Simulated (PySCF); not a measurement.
CH7As2Ga (SMILES [CH3][Ga]([AsH2])[AsH2]), singlet, at a GFN2-xTB geometry (such geometries of metal compounds can be far from the true shape), with bond 10-8 at 1.8 times its length; CASSCF(2,3)/STO-3G (PySCF).

The PySCF input:
```python
from pyscf import gto, scf, mcscf
import numpy

mol = gto.Mole()
mol.atom = '''
    Ga   -0.347636    0.385375   -0.237424
    As    1.684193   -0.301276   -1.508263
    H     2.359938   -0.451944   -0.157936
    H     2.049256    1.167641   -1.493428
    As   -0.956925   -0.512039    2.007693
    H    -0.263743   -1.790395    1.573152
    H    -2.221664   -1.007192    1.338662
    C    -1.602274    1.792804   -1.099715
    H    -2.659551    1.549410   -0.941024
    H    -1.307392    1.954355   -3.044021
    H    -1.435280    2.785838   -0.662307
'''
mol.basis = 'sto-3g'
mol.charge = 0
mol.spin = 0
mol.verbose = 4
mol.build()

mf = scf.RHF(mol)
mf.kernel()
mc = mcscf.CASSCF(mf, 3, 2)
mc.fix_spin_(ss=0.0)
mc.kernel()
occ = numpy.linalg.eigvalsh(mc.fcisolver.make_rdm1(mc.ci, mc.ncas, mc.nelecas))[::-1]
ss = mc.fcisolver.spin_square(mc.ci, mc.ncas, mc.nelecas)[0]
print('natural occupations', occ.round(4), ' <S^2>', round(ss, 4))
```

Output, abridged:

```
PySCF version 2.14.0

[INPUT] verbose = 4
[INPUT] num. atoms = 11
[INPUT] num. electrons = 110
[INPUT] charge = 0
[INPUT] spin (= nelec alpha-beta = 2S) = 0
[INPUT] symmetry False subgroup None
[INPUT] Mole.unit = angstrom
[INPUT] Symbol           X                Y                Z      unit          X                Y                Z       unit  Magmom
[...]
nuclear repulsion = 805.491758420228
number of shells = 34
number of NR pGTOs = 198
number of NR cGTOs = 66
basis = sto-3g
ecp = {}

******** <class 'pyscf.scf.hf.RHF'> ********
method = RHF
initial guess = minao
damping factor = 0
level_shift factor = 0
DIIS = <class 'pyscf.scf.diis.CDIIS'>
diis_start_cycle = 1
diis_space = 8
diis_damp = 0
SCF conv_tol = 1e-09
SCF conv_tol_grad = None
SCF max_cycles = 50
direct_scf = True
direct_scf_tol = 1e-13
Set gradient conv threshold to 3.16228e-05
Initial guess from minao.
init E= -6351.65490535285
[...]
cycle= 1 E= -6360.45452585729  delta_E= -8.8  |g|= 0.699  |ddm|= 3.68
[...]
cycle= 2 E= -6360.71709661271  delta_E= -0.263  |g|= 0.145  |ddm|= 1.76
[...]
cycle= 3 E= -6360.73183134508  delta_E= -0.0147  |g|= 0.0562  |ddm|= 0.378
[...]
cycle= 4 E= -6360.73471317941  delta_E= -0.00288  |g|= 0.0231  |ddm|= 0.169
[...]
cycle= 5 E= -6360.73537798159  delta_E= -0.000665  |g|= 0.00885  |ddm|= 0.0962
[...]
cycle= 6 E= -6360.73544949867  delta_E= -7.15e-05  |g|= 0.00403  |ddm|= 0.0257
[...]
cycle= 7 E= -6360.73547617378  delta_E= -2.67e-05  |g|= 0.00176  |ddm|= 0.0208
[...]
cycle= 8 E= -6360.73548405063  delta_E= -7.88e-06  |g|= 0.000853  |ddm|= 0.0138
[...]
cycle= 9 E= -6360.73548650632  delta_E= -2.46e-06  |g|= 0.000723  |ddm|= 0.00582
[...]
cycle= 10 E= -6360.73548847865  delta_E= -1.97e-06  |g|= 0.000705  |ddm|= 0.00447
[...]
cycle= 11 E= -6360.73549189806  delta_E= -3.42e-06  |g|= 0.000693  |ddm|= 0.00782
[...]
cycle= 12 E= -6360.73549764276  delta_E= -5.74e-06  |g|= 0.00068  |ddm|= 0.0133
[...]
cycle= 13 E= -6360.73551638035  delta_E= -1.87e-05  |g|= 0.000697  |ddm|= 0.0458
[...]
cycle= 14 E= -6360.73551894033  delta_E= -2.56e-06  |g|= 0.000672  |ddm|= 0.00644
[...]
cycle= 15 E= -6360.73552440877  delta_E= -5.47e-06  |g|= 0.000645  |ddm|= 0.0139
[...]
cycle= 16 E= -6360.73553279864  delta_E= -8.39e-06  |g|= 0.000631  |ddm|= 0.0218
[...]
cycle= 17 E= -6360.73554293815  delta_E= -1.01e-05  |g|= 0.000621  |ddm|= 0.0266
[...]
cycle= 18 E= -6360.73554830976  delta_E= -5.37e-06  |g|= 0.000607  |ddm|= 0.0143
[...]
cycle= 19 E= -6360.73558441221  delta_E= -3.61e-05  |g|= 0.0007  |ddm|= 0.105
[...]
cycle= 20 E= -6360.73558716047  delta_E= -2.75e-06  |g|= 0.000663  |ddm|= 0.00997
[...]
cycle= 21 E= -6360.73559197014  delta_E= -4.81e-06  |g|= 0.000495  |ddm|= 0.0166
[...]
cycle= 22 E= -6360.73559180899  delta_E= 1.61e-07  |g|= 0.00248  |ddm|= 0.0162
[...]
cycle= 23 E= -6360.7356006331  delta_E= -8.82e-06  |g|= 0.00191  |ddm|= 0.029
[...]
cycle= 24 E= -6360.73560581929  delta_E= -5.19e-06  |g|= 0.00244  |ddm|= 0.0294
[...]
cycle= 25 E= -6360.73560460841  delta_E= 1.21e-06  |g|= 0.00289  |ddm|= 0.00534
[...]
cycle= 26 E= -6360.73561389787  delta_E= -9.29e-06  |g|= 0.00146  |ddm|= 0.0606
[...]
cycle= 27 E= -6360.73560287053  delta_E= 1.1e-05  |g|= 0.00239  |ddm|= 0.0734
[...]
cycle= 28 E= -6360.73560390033  delta_E= -1.03e-06  |g|= 0.00225  |ddm|= 0.00302
[...]
cycle= 29 E= -6360.73561360822  delta_E= -9.71e-06  |g|= 0.000735  |ddm|= 0.0423
[...]
cycle= 30 E= -6360.73560913734  delta_E= 4.47e-06  |g|= 0.00113  |ddm|= 0.0263
[...]
cycle= 31 E= -6360.73561695095  delta_E= -7.81e-06  |g|= 0.000274  |ddm|= 0.0621
[...]
cycle= 32 E= -6360.73561660826  delta_E= 3.43e-07  |g|= 0.000556  |ddm|= 0.0123
[...]
cycle= 33 E= -6360.73561770445  delta_E= -1.1e-06  |g|= 0.000376  |ddm|= 0.012
[...]
cycle= 34 E= -6360.73561849216  delta_E= -7.88e-07  |g|= 0.000241  |ddm|= 0.00917
[...]
cycle= 35 E= -6360.73561740827  delta_E= 1.08e-06  |g|= 0.000669  |ddm|= 0.0209
[...]
cycle= 36 E= -6360.73561063221  delta_E= 6.78e-06  |g|= 0.00142  |ddm|= 0.0422
[...]
[...]
[...]
cycle= 39 E= -6360.73561828849  delta_E= 1.46e-06  |g|= 0.000896  |ddm|= 0.0408
[...]
cycle= 40 E= -6360.73561960203  delta_E= -1.31e-06  |g|= 0.000744  |ddm|= 0.0098
[...]
cycle= 41 E= -6360.73562131357  delta_E= -1.71e-06  |g|= 0.000305  |ddm|= 0.014
[...]
cycle= 42 E= -6360.73562159657  delta_E= -2.83e-07  |g|= 0.000211  |ddm|= 0.00358
[...]
cycle= 43 E= -6360.73562132455  delta_E= 2.72e-07  |g|= 0.000266  |ddm|= 0.00335
[...]
cycle= 44 E= -6360.7356216848  delta_E= -3.6e-07  |g|= 0.000214  |ddm|= 0.0044
[...]
cycle= 45 E= -6360.73562276918  delta_E= -1.08e-06  |g|= 0.000133  |ddm|= 0.0195
[...]
cycle= 46 E= -6360.73562275056  delta_E= 1.86e-08  |g|= 0.000149  |ddm|= 0.00137
[...]
cycle= 47 E= -6360.73562269331  delta_E= 5.73e-08  |g|= 0.000132  |ddm|= 0.00253
[...]
cycle= 48 E= -6360.73562294808  delta_E= -2.55e-07  |g|= 0.000107  |ddm|= 0.0057
[...]
cycle= 49 E= -6360.73562297581  delta_E= -2.77e-08  |g|= 0.000107  |ddm|= 0.000427
[...]
cycle= 50 E= -6360.7356229575  delta_E= 1.83e-08  |g|= 0.000107  |ddm|= 0.000313
SCF not converged.
SCF energy = -6360.7356229575

******** <class 'pyscf.mcscf.mc1step.CASSCF'> ********
CAS (1e+1e, 3o), ncore = 54, nvir = 9
max_cycle_macro = 50
max_cycle_micro = 4
conv_tol = 1e-07
conv_tol_grad = None
orbital rotation max_stepsize = 0.02
orbital rotation threshold for CI restart = 0.01
augmented hessian ah_max_cycle = 30
augmented hessian ah_conv_tol = 1e-12
augmented hessian ah_linear dependence = 1e-14
augmented hessian ah_level shift = 1e-08
augmented hessian ah_start_tol = 2.5
augmented hessian ah_start_cycle = 3
augmented hessian ah_grad_trust_region = 3
kf_trust_region = 3
kf_interval = 4
ci_response_space = 4
ci_grad_trust_region = 3
with_dep4 0
natorb = False
canonicalization = True
sorting_mo_energy = False
ao2mo_level = 2
internal_rotation = False
******** <class 'pyscf.fci.addons.SpinPenaltyFCISolver'> ********
max. cycles = 50
conv_tol = 1e-08
davidson only = True
linear dependence = 1e-12
level shift = 0.001
max iter space = 12
nroots = 1
pspace_size = 400
spin = None
CASCI E = -6360.74151989423  S^2 = 0.0000000
Set conv_tol_grad to 0.000316228
macro iter   1 ( 21 JK    4 micro), CASSCF E = -6360.78821543526  dE = -4.66955410e-02  S^2 = 0.0000000
               |grad[o]|=0.0211  |grad[c]|=0.0364  |ddm|=0.163  |maxRot[o]|=0.305
macro iter   2 ( 21 JK    4 micro), CASSCF E = -6360.80911031888  dE = -2.08948836e-02  S^2 = 0.0000000
               |grad[o]|=0.0687  |grad[c]|=0.0285  |ddm|=0.0961  |maxRot[o]|=0.122
macro iter   3 ( 19 JK    4 micro), CASSCF E = -6360.82186341788  dE = -1.27530990e-02  S^2 = 0.0000000
               |grad[o]|=0.0475  |grad[c]|=0.0119  |ddm|=0.0259  |maxRot[o]|=0.159
macro iter   4 ( 14 JK    4 micro), CASSCF E = -6360.82277360259  dE = -9.10184714e-04  S^2 = 0.0000000
               |grad[o]|=0.0138  |grad[c]|=0.00153  |ddm|=0.0172  |maxRot[o]|=0.0459
macro iter   5 ( 18 JK    4 micro), CASSCF E = -6360.82279788834  dE = -2.42857532e-05  S^2 = 0.0000000
               |grad[o]|=0.00225  |grad[c]|=0.000293  |ddm|=0.000379  |maxRot[o]|=0.00717
macro iter   6 (  9 JK    2 micro), CASSCF E = -6360.82279804594  dE = -1.57593604e-07  S^2 = 0.0000000
               |grad[o]|=0.000241  |grad[c]|=9.31e-05  |ddm|=0.000546  |maxRot[o]|=0.00299
macro iter   7 (  8 JK    2 micro), CASSCF E = -6360.82279793285  dE =  1.13088390e-07  S^2 = 0.0000000
               |grad[o]|=0.000202  |grad[c]|=3.67e-05  |ddm|=0.000225  |maxRot[o]|=0.00423
macro iter   8 (  1 JK    1 micro), CASSCF E = -6360.82279793287  dE = -1.81898940e-11  S^2 = 0.0000000
               |grad[o]|=2.8e-05  |grad[c]|=3.21e-06  |ddm|=9.55e-06  |maxRot[o]|=    0
1-step CASSCF converged in   8 macro (111 JK  25 micro) steps
CASSCF canonicalization
Density matrix diagonal elements [1.71310545 0.02563845 0.2612561 ]
CASSCF energy = -6360.82279793287
CASCI E = -6360.82279793287  E(CI) = -1.17941458945188  S^2 = 0.0000000
natural occupations [1.7139 0.2861 0.    ]  <S^2> 0.0
```

The run did not converge; its last values are not results.
